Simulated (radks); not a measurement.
Results of a calculation; reference values are marked as such.
Isoelectronic series with 18 electrons, all held in the configuration [Ar], which need not be the ground one along the series. Code: a radial shooting solver on a logarithmic mesh with Libxc functionals. Model: scalar-relativistic Kohn-Sham, PBE, spin-polarised, spherical densities, finite nucleus; Fermi nuclear charge, rms radius of each element as measured or else 0.836 A^(1/3) + 0.57 fm. Total energies (hartree) and mean radii <r> (bohr) (* marks an orbital that is empty in some or all of the ions):

ion,E (hartree),4s*,3d*,3p,3s,2p,2s
Ag29+,-4727.49811,0.6450,0.2905,0.3259,0.3344,0.1165,0.1337
In31+,-5183.42803,0.6096,0.2749,0.3090,0.3172,0.1110,0.1273
Sb33+,-5662.17159,0.5778,0.2608,0.2937,0.3016,0.1060,0.1214
I35+,-6164.05339,0.5489,0.2481,0.2797,0.2873,0.1014,0.1160
Cs37+,-6689.4229,0.5227,0.2365,0.2670,0.2742,0.09712,0.1110
La39+,-7238.6504,0.4986,0.2260,0.2554,0.2621,0.09319,0.1064
Pr41+,-7812.1342,0.4766,0.2164,0.2447,0.2510,0.08954,0.1021
Pm43+,-8410.2886,0.4562,0.2075,0.2348,0.2406,0.08614,0.09801
